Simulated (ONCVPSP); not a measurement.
## scandium (Sc): one change to an ONCV potential, before and after

Sc (Z = 21), optimised norm-conserving Vanderbilt (ONCV), made with ONCVPSP 4.0.1 (PBEsol, scalar-relativistic). Core [Ne], reference 3s2 3p6 3d1 4s2. Waves: 3s+4s: rc 1.95 bohr, ncon 4, nbas 7, qcut 6.6 1/bohr, 2 projectors; 3p: rc 1.30 bohr, ncon 4, nbas 7, qcut 11 1/bohr, 2 projectors, debl 0.6 Ha; 3d: rc 2.05 bohr, ncon 4, nbas 8, qcut 7.5 1/bohr, 2 projectors, debl 1.9 Ha. Local part: polynomial inside 1.00 bohr (lpopt 5, dvloc0 1 Ha). Core correction: none.

In the p channel the program set the typed energies aside and used -1.233, 0.250 Ha.

Change: d: qcut 4.7.

Cutoffs: the cutoffs (Ha) at which the residual kinetic energy of the hardest occupied pseudo-wave falls to 1 and 0.1 mHa per electron; they do not see the model core or the augmentation charge, which bear on the density cutoff. Errors are all-electron minus pseudo energies relative to the spin-unpolarised reference configuration.

Problem. Predict the effect on cutoff, ghosts and configuration errors.

Solution. The potential gets harder (29 Ha and 41 Ha → 51 Ha and 60 Ha); of the 3 tests that both files solve, the error grows in 0 and shrinks in 3 by more than 15 % and 0.3 meV (median size 0.4 → 0.1 meV); neither file shows a bound ghost.

```tsv
quantity	base	changed
cutoff, loose	29 Ha	51 Ha
cutoff, tight	41 Ha	60 Ha
loose cutoff by channel	s 11 Ha, p 29 Ha, d 21 Ha	s 11 Ha, p 29 Ha, d 51 Ha
bound ghosts	none	none
GHOST(+) flags under 300 eV	none	none
tests with a reliable result	3 of 4	3 of 4
error for 3s2 3p6 3d1 4s1, meV [ΔE 6.90 eV]	-0.4	-0.1
error for 3s2 3p6 3d1 4s0, meV [ΔE 19.55 eV]	-2.1	-1.4
error for 3s2 3p6 3d1 4s0 4p2, meV [ΔE 5.68 eV]	-0.4	-0.1
s: phases at 1.98 bohr within 0.05 rad from the reference energy up to (Ha; the scan ends near 5)	4.7	4.7
p: phases at 1.32 bohr within 0.05 rad from the reference energy up to (Ha; the scan ends near 5)	to the end of the scan	to the end of the scan
d: phases at 2.08 bohr within 0.05 rad from the reference energy up to (Ha; the scan ends near 5)	to the end of the scan	4.8
```
